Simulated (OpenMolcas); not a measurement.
Multiplet structure of P II

```yaml
Program: OpenMolcas 26.06
Method: CASSCF
Basis: ANO-RCC-VQZP [6s5p3d2f1g]
Scalar_Hamiltonian: DKH2, point nucleus
Active_space: 4 electrons in 8 orbitals (3s 3p 4s 4p)
State_averaging: 2S+1 = 3 even, 3 roots; 2S+1 = 1 even, 6 roots; 2S+1 = 5 odd, 1 root; 2S+1 = 3 odd, 9 roots; 2S+1 = 1 odd, 8 roots
Spin-orbit_coupling: state interaction with AMFI integrals over the reference wave functions, term energies averaged over their components
```

Spin-free terms above the lowest, with the occupations of the reference (each correlating shell added to its valence partner):

| Configuration | Term | E (cm-1) | Occupations |
| --- | --- | --- | --- |
| 3s2 3p2 | 3P | 0.0 | 3s 1.97 3p 2.03 |
| 3s2 3p2 | 1D | 10976 | 3s 1.97 3p 2.04 |
| 3s2 3p2 | 1S | 19530 | 3s 1.90 3p 2.10 |
| 3s 3p3 | 5S* | 35183 | 3s 1.00 3p 3.00 |
| 3s 3p3 | 3D* | 73501 | 3s 1.00 3p 3.00 |
| 3s 3p3 | 3P* | 83897 | 3s 1.00 3p 3.00 |

With spin-orbit coupling, above the lowest level:

| Configuration | Term | J | E (cm-1) | Measured (cm-1) | g | Term weight % |
| --- | --- | --- | --- | --- | --- | --- |
| 3s2 3p2 | 3P | 0 | 0.0 | 0.0 |  | 100 |
| 3s2 3p2 | 3P | 1 | 139 | 165 | 1.501 | 100 |
| 3s2 3p2 | 3P | 2 | 400 | 469 | 1.501 | 100 |
| 3s2 3p2 | 1D | 2 | 11250 | 8882 | 1.000 | 100 |
| 3s2 3p2 | 1S | 0 | 19808 | 21576 |  | 100 |
| 3s 3p3 | 5S* | 2 | 35453 | 45697 | 2.002 | 100 |
| 3s 3p3 | 3D* | 1 | 73734 | 65251 | 0.499 | 100 |
| 3s 3p3 | 3D* | 2 | 73755 | 65272 | 1.167 | 100 |
| 3s 3p3 | 3D* | 3 | 73795 | 65307 | 1.334 | 100 |
| 3s 3p3 | 3P* | 0 | 84134 | 76823 |  | 100 |
| 3s 3p3 | 3P* | 1 | 84154 | 76812 | 1.501 | 100 |
| 3s 3p3 | 3P* | 2 | 84191 | 76764 | 1.501 | 100 |

Against the 11 measured excited levels shown (NIST Handbook of Basic Atomic Spectroscopic Data) the mean absolute deviation is 5600 cm-1; the largest miss in energy is 3s 3p3 5S* 2: computed 35453, measured 45697 cm-1 (-22.4 %).

Spin-orbit coupling puts the lowest level 271 cm-1 below the lowest spin-free term.

For 3P the intervals divided by the larger J are 139.1, 130.3 cm-1. Landé's interval rule makes them equal in pure LS coupling; they differ by 7 % of their mean. The multiplet is regular.

Without dynamic correlation excited terms often stand tens of per cent too high (terms of higher spin than the ground term too low), and those without a measured partner can miss by more than the paired ones. The run also gave levels led by 3s2 3p 4s, which use shells meant for correlation; these and all levels above them are left out. Terms of s pⁿ other than that of highest spin mix with s² pⁿ⁻² d, which this space lacks; all of them can be thousands of cm-1 off, and some have no real level of that name. Computed and measured levels are paired by configuration, term and J; levels that our copy of the source lacks, or whose pairing is in doubt (as where it misses far off the trend of its configuration), stay unpaired and out of the deviations. Only configurations of the active space appear. The first state left out of the spin-orbit step lies near 110000 cm-1 above the lowest spin-free state of the reference (among the parities and spins computed), and the list stops at four fifths of that energy or lower.

The term weight is that of the spin-free term in the level, not the purity of its configuration. * marks odd parity.
